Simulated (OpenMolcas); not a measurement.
## C3H9Ga (trimethylgallium (TMGa)): the HOMO–LUMO gap, rung by rung

The species is C3H9Ga (13 atoms), meant as a singlet with charge 0. SMILES: `C[Ga](C)C`. The coordinates come from a PBE0-D4/def2-TZVP relaxation.

Quantity: the HOMO–LUMO gap, in eV. The values are calculated.

```tsv
level	kind	program	value (eV)	CPU time
HF/def2-SVP	Hartree–Fock	OpenMolcas	12.73	37 s
SVWN5/def2-SVP	LDA	OpenMolcas	4.75	82 s
revPBE/def2-SVP	GGA	OpenMolcas	4.91	100 s
r2SCAN/def2-SVP	meta-GGA	OpenMolcas	5.40	1.9 min
```

All-electron rows without a relativistic Hamiltonian named are non-relativistic. The values span 4.75 to 12.73 eV. Orbital gaps aren't excitation energies; they tend to grow with the share of exact exchange. Times are those of the runs behind each value, whatever else they computed, on shared processors of several kinds: orders of magnitude only.
